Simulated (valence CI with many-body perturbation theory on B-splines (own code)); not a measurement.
E1 line list for Mo3+

Level of theory: relativistic CI+MBPT: three valence electrons over a frozen Dirac-Fock core [Kr], radial functions for each j: 7 s, 7 p, 8 d, 6 f, 4 g, 1 h, with the one-electron correlation potential Σ1, the two-electron term Σ2, the three-electron term Σ3, Breit, model QED; selected CI, second order for the rest, scaled by the run's own slope (own B-spline code, finite nucleus).

Against 64 measured levels this calculation errs by 530 cm⁻¹ on average and by 1922 at most. These come from a selection out of Sugar and Musgrove, J. Phys. Chem. Ref. Data 17, 155 (1988). Levels without a partner in it may be off by more, other configurations by 1,000 to 8,000 cm⁻¹.

Lines 251 to 300 of 544 in falling wavelength, among levels below 213210 cm⁻¹, chosen from the strongest by gf and those to the six lowest levels. Wavelengths and rates use the calculated energies, so an error of 500 cm⁻¹ moves a line at 144.3 nm by 0.72 % and its rate by three times that or more. Electric multipoles are in the length gauge, E1 and E2 with the static RPA response of the core. Weak lines are less certain than strong ones. Lines between different terms over intervals too small for the method are left out, as are lines whose strength nearly cancels. Where a level lies close to another of its J and parity, the split of strength between their lines is uncertain. The highest levels of a list are the least certain.

Names give the largest LS component (configuration and term), which can be under half, so a name can repeat, a term be missing and a line seem to break the LS rules; names also repeat where a configuration has a term twice. Letters in brackets count levels of one name in rising energy.

| λ vac (nm) | Upper | Lower | A (s⁻¹) | log gf | Branch % |
| --- | --- | --- | --- | --- | --- |
| 144.3 | 4d²5d ⁴P_5/2 [a] | 4d²5p ⁴D°_7/2 [a] | 5.98e+08 | 0.05 | 29.5 |
| 144.3 | 4d²5d ⁴G_5/2 | 4d²5p ⁴F°_3/2 | 9.06e+08 | 0.23 | 42.4 |
| 144.2 | 4d²5d ⁴D_7/2 [a] | 4d²5p ⁴F°_9/2 | 4.15e+08 | 0.01 | 20.4 |
| 144.1 | 4d²5d ⁴D_5/2 [a] | 4d²5p ⁴F°_7/2 | 4.62e+08 | -0.06 | 22.8 |
| 144.1 | 4d²5d ²D_5/2 [b] | 4d²5p ⁴P°_5/2 | 2.76e+08 | -0.29 | 14.2 |
| 144.0 | 4d²5d ²F_7/2 [c] | 4d²5p ⁴D°_7/2 [c] | 2.93e+08 | -0.14 | 14.8 |
| 144.0 | 4d²5d ²G_9/2 [a] | 4d²5p ⁴D°_7/2 [a] | 3.14e+08 | -0.01 | 15.5 |
| 144.0 | 4d²5d ⁴G_7/2 | 4d²5p ⁴F°_5/2 | 5.57e+08 | 0.14 | 25.8 |
| 144.0 | 4d²5d ⁴P_3/2 [b] | 4d²5p ⁴P°_1/2 | 4.21e+08 | -0.28 | 19.8 |
| 143.8 | 4d²5d ⁴H_13/2 | 4d²5p ⁴G°_11/2 | 2.09e+09 | 0.96 | 100.0 |
| 143.8 | 4d²5d ⁴P_3/2 [a] | 4d²5p ²D°_5/2 [a] | 6.67e+08 | -0.08 | 34.7 |
| 143.8 | 4d²5d ²G_9/2 [b] | 4d²5p ²F°_7/2 [b] | 1.09e+09 | 0.53 | 53.1 |
| 143.8 | 4d²5d ²F_7/2 [d] | 4d²5p ²F°_7/2 [c] | 7.40e+08 | 0.26 | 37.7 |
| 143.7 | 4d²5d ²G_7/2 [b] | 4d²5p ²F°_7/2 [b] | 1.76e+08 | -0.36 | 8.6 |
| 143.7 | 4d²5d ²P_1/2 [a] | 4d²5p ²D°_3/2 [a] | 8.22e+08 | -0.29 | 42.7 |
| 143.6 | 4d²5d ²F_5/2 [b] | 4d²5p ²F°_5/2 [b] | 4.62e+08 | -0.07 | 22.7 |
| 143.5 | 4d²5d ²I_11/2 | 4d²5p ²H°_9/2 | 1.92e+09 | 0.85 | 94.2 |
| 143.4 | 4d²5d ²G_7/2 [a] | 4d²5p ⁴D°_5/2 [a] | 3.61e+08 | -0.05 | 17.9 |
| 143.3 | 4d²5d ⁴D_7/2 [b] | 4d²5p ⁴D°_7/2 [c] | 2.39e+08 | -0.23 | 12.4 |
| 143.0 | 4d²5d ⁴P_5/2 [b] | 4d²5p ⁴P°_3/2 | 2.29e+08 | -0.38 | 10.9 |
| 142.9 | 4d²5d ⁴G_9/2 | 4d²5p ⁴G°_9/2 | 8.72e+08 | 0.43 | 40.7 |
| 142.7 | 4d²5d ⁴D_3/2 [a] | 4d²5p ⁴F°_5/2 | 6.17e+08 | -0.12 | 30.0 |
| 142.4 | 4d²5d ²F_5/2 [b] | 4d²5p ²P°_3/2 [a] | 2.14e+08 | -0.41 | 10.5 |
| 142.3 | 4d²5d ²F_7/2 [b] | 4d²5p ²F°_5/2 [b] | 4.00e+08 | -0.01 | 19.3 |
| 142.2 | 4d²5d ⁴H_11/2 | 4d²5p ⁴G°_9/2 | 1.06e+09 | 0.58 | 50.7 |
| 142.2 | 4d²5d ²D_5/2 [c] | 4d²5p ⁴P°_5/2 | 4.43e+08 | -0.09 | 21.7 |
| 142.0 | 4d²5d ⁴F_9/2 [b] | 4d²5p ⁴D°_7/2 [b] | 4.72e+08 | 0.15 | 22.4 |
| 142.0 | 4d²5d ⁴F_7/2 [b] | 4d²5p ⁴D°_5/2 [b] | 1.14e+09 | 0.44 | 54.0 |
| 142.0 | 4d²5d ²D_3/2 [a] | 4d²5p ²D°_5/2 [a] | 4.31e+08 | -0.28 | 21.6 |
| 141.8 | 4d²5d ²G_7/2 [a] | 4d²5p ²F°_7/2 [a] | 1.64e+08 | -0.40 | 8.2 |
| 141.7 | 4d²5d ⁴D_1/2 [a] | 4d²5p ⁴F°_3/2 | 1.19e+09 | -0.14 | 57.5 |
| 141.6 | 4d²5d ⁴P_3/2 [a] | 4d²5p ⁴D°_3/2 [a] | 3.36e+08 | -0.39 | 17.5 |
| 141.6 | 4d²5d ⁴P_5/2 [b] | 4d²5p ²D°_5/2 [b] | 5.01e+08 | -0.04 | 23.9 |
| 141.6 | 4d²5d ⁴F_3/2 [b] | 4d²5p ⁴D°_3/2 [b] | 3.40e+08 | -0.39 | 14.9 |
| 141.2 | 4d²6s ²G_7/2 | 4d²5p ²F°_5/2 [c] | 5.83e+08 | 0.14 | 26.2 |
| 141.2 | 4d²5d ²D_3/2 [e] | 4d²5p ²F°_5/2 [c] | 1.05e+09 | 0.10 | 59.5 |
| 141.1 | 4d²5d ²G_7/2 [b] | 4d²5p ²F°_5/2 [b] | 6.03e+08 | 0.16 | 29.6 |
| 141.1 | 4d²6s ²P_3/2 | 4d²5p ²P°_3/2 [b] | 6.63e+08 | -0.10 | 30.9 |
| 141.0 | 4d²5d ⁴G_7/2 | 4d²5p ⁴G°_7/2 | 9.18e+08 | 0.34 | 42.6 |
| 141.0 | 4d²5d ²D_5/2 [a] | 4d²5p ⁴D°_7/2 [a] | 3.22e+08 | -0.24 | 16.3 |
| 140.8 | 4d²5d ⁴D_7/2 [b] | 4d²5p ⁴D°_7/2 [b] | 1.92e+08 | -0.34 | 10.0 |
| 140.8 | 4d²5d ²H_9/2 [b] | 4d²5p ²H°_9/2 | 7.76e+08 | 0.36 | 34.6 |
| 140.7 | 4d²5d ⁴F_5/2 [b] | 4d²5p ⁴D°_3/2 [b] | 1.22e+09 | 0.34 | 54.8 |
| 140.4 | 4d²5d ⁴H_9/2 | 4d²5p ⁴G°_7/2 | 1.23e+09 | 0.56 | 58.1 |
| 140.4 | 4d²5d ⁴G_11/2 | 4d²5p ⁴G°_9/2 | 7.76e+08 | 0.44 | 36.6 |
| 140.3 | 4d²5d ⁴D_5/2 [b] | 4d²5p ⁴D°_5/2 [b] | 4.94e+08 | -0.06 | 25.1 |
| 140.2 | 4d²6s ²F_7/2 | 4d²5p ²F°_5/2 [b] | 3.26e+08 | -0.11 | 14.7 |
| 140.2 | 4d²5d ²D_5/2 [a] | 4d²5p ²D°_5/2 [a] | 7.78e+08 | 0.14 | 39.5 |
| 139.9 | 4d²5d ⁴G_5/2 | 4d²5p ⁴G°_5/2 | 8.90e+08 | 0.19 | 41.6 |
| 139.8 | 4d²5d ²D_3/2 [a] | 4d²5p ⁴D°_3/2 [a] | 3.23e+08 | -0.42 | 16.2 |
